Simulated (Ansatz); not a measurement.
The cluster CdBr₂⁻. Charge -1, multiplicity 2. Geometry B3LYP-D4/def2-TZVP, that of the neutral singlet.

```
atom   x (Å)   y (Å)   z (Å)
 Cd1   0.001  -0.001   0.000
 Br2  -0.289   0.425   2.370
 Br3   0.288  -0.424  -2.370
```

In the def2 sets Cd takes a core potential; there is no spin–orbit coupling. At PBE-D4/def2-TZVPD, r2SCAN-D4/def2-TZVPD, PBE0-D4/def2-TZVPD the highest occupied level of the charge -1 doublet lies above zero (up to 1.43 eV). By energy differences its removal costs 0.88 eV (vertical, to the charge 0 singlet, at PBE-D4/def2-TZVPD); a positive level beside a positive removal energy at the same level points to self-interaction error. The structure comes from a short search, and lower isomers may exist.

Estimate the α-spin orbital energies around the gap (eV) in Ansatz with PBE-D4/def2-TZVPD, r2SCAN-D4/def2-TZVPD, PBE0-D4/def2-TZVPD.


```tsv
orbital	PBE-D4/def2-TZVPD	r2SCAN-D4/def2-TZVPD	PBE0-D4/def2-TZVPD
HOMO−5	-3.47	-3.73	-4.72
HOMO−4	-2.66	-2.93	-3.86
HOMO−3	-2.66	-2.93	-3.86
HOMO−2	-2.33	-2.59	-3.51
HOMO−1	-2.33	-2.59	-3.51
HOMO	1.43	1.37	0.84
LUMO	2.82	2.94	3.22
LUMO+1	2.84	2.94	3.34
LUMO+2	2.84	3.40	3.34
LUMO+3	3.37	4.00	3.75
LUMO+4	3.85	4.42	4.31
LUMO+5	3.85	4.42	4.31
β HOMO	-2.26	-2.52	-3.44
β LUMO	1.82	2.18	2.64
```
